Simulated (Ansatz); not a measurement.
Ansatz (an electronic-structure program) input file for C4H10BN, SMILES NB1CC[C@@H]1C, CAM-B3LYP/def2-SVPD. The structure is a stationary point at B3LYP-D3(BJ)/def2-SVP. The structure was generated by enumeration; whether it is a known compound was not checked. Other conformers were not sampled.

Ansatz 0.2 input:
```yaml
crystal:
  periodic: [false, false, false]
  atoms:
    - {symbol: C, position_ang: [-1.48649232, -1.42677454, 0.15617758]}
    - {symbol: C, position_ang: [-0.10661983, -0.80700135, 0.33116139]}
    - {symbol: C, position_ang: [0.89293644, -0.80831018, -0.87522157]}
    - {symbol: C, position_ang: [1.48997775, 0.59223708, -0.51723313]}
    - {symbol: B, position_ang: [0.15510692, 0.76524855, 0.33115941]}
    - {symbol: N, position_ang: [-0.64178143, 1.85562451, 0.66414058]}
    - {symbol: H, position_ang: [-1.43671264, -2.51394762, -0.03031173]}
    - {symbol: H, position_ang: [-2.11284389, -1.27907948, 1.05261947]}
    - {symbol: H, position_ang: [-2.02254099, -0.97345016, -0.69527301]}
    - {symbol: H, position_ang: [0.40917417, -1.26219629, 1.19761033]}
    - {symbol: H, position_ang: [0.34114115, -0.76678243, -1.82933009]}
    - {symbol: H, position_ang: [1.59981510, -1.65364588, -0.93117647]}
    - {symbol: H, position_ang: [2.38496647, 0.48468097, 0.11881186]}
    - {symbol: H, position_ang: [1.73707666, 1.27071795, -1.34884001]}
    - {symbol: H, position_ang: [-0.37446694, 2.81628367, 0.48219190]}
    - {symbol: H, position_ang: [-1.54748581, 1.76089873, 1.10961118]}
basis:
  gaussian:
    orbitals: def2-SVPD
hamiltonian:
  xc: {name: CAM-B3LYP}
```

Program output:

```
WARN ansatz: RAYON_NUM_THREADS=2 ignored (pool sized by the plan → 2); use --threads N
Functional definition: CAM-B3LYP
integrals: 0.17 GiB planned
1650 factors; their error is unknown
integrals: 0.19 GiB planned
687 factors; integrals over basis functions are off by at most 4.7e-6 eV
mean field: 1.60 GiB planned
mean field evaluation 1: about -6461.1837 eV, gradient 6.3e1 eV
mean field evaluation 2: about -6461.4462 eV, gradient 6.3e1 eV
mean field evaluation 4: about -6470.3536 eV, gradient 2.2e0 eV
mean field evaluation 8: about -6470.3641 eV, gradient 1.6e-1 eV
mean field evaluation 16: about -6470.3081 eV, gradient 1.5e-4 eV
mean field -6470.30809920 eV, -237.7794369134 hartree, gradient 4.3e-5 eV, S^2 0.000000; 0 other end points of the search recorded, 0 dependent functions left out
reference -6470.30825163 eV, -237.7794425149 hartree; 23, 23 occupied and 177, 177 virtual orbitals, 1650 factors
Total energy: -6470.30825163 eV, -237.7794425149 hartree
```

The calculation finished and met its thresholds.

Cost: around 8 core-seconds (rough).
